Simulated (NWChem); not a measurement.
System: C₂H₇NOSi; SMILES C1OC[SiH]1N

```xyz
12

N     -0.5333    -1.9856     0.0000
Si     0.4684    -0.5678     0.0000
C     -0.0726     0.8535     1.1368
O     -0.2672     1.7061     0.0000
C     -0.0726     0.8535    -1.1368
H     -0.5307    -2.5744     0.8279
H     -0.5307    -2.5744    -0.8279
H      1.9435    -0.8545     0.0000
H     -1.0156     0.6944     1.6927
H      0.6669     1.2857     1.8335
H      0.6669     1.2857    -1.8335
H     -1.0156     0.6944    -1.6927
```
Atoms are numbered in this order, from 1.

All runs: NWChem. Pople sets run with spherical d functions. Medium grid unless said otherwise, to which SCAN and Minnesota functionals are sensitive. All runs use the structure optimised with PBE0/def2-SVP. Not confirmed as a minimum by frequencies. Hybrids' shares of exact exchange are those that their runs print; pure functionals count as 0. The functionals differ in more than this share.

```
row               share of exact exchange  highest occupied level (eV)
----------------  -----------------------  ---------------------------
PBE/6-31G*                           0.00                        -5.10
BLYP/6-31G*                          0.00                        -4.96
B3LYP/6-31G*                         0.20                        -6.43
BHandHLYP/6-31G*                     0.50                        -8.19
M05-2X/6-31G*                        0.56                     withheld
```

Task: Fit a straight line of the last column on the one before it, predict the withheld value, and compare with the run.

Result: 
1. Means of the 4 shown rows: x = 0.175, y = -6.170. Slope Σ(x − x̄)(y − ȳ)/Σ(x − x̄)² = -1.062/0.1675 = -6.340; intercept -5.060.
2. The shown rows scatter about the line by 0.077 (root mean square); the largest residual is -0.10, at B3LYP/6-31G*.
3. At x = 0.56 (M05-2X/6-31G*; beyond the shown range) the line gives -8.61.
4. The run gives -8.27, +0.34 from the line, 4.4 times the scatter.
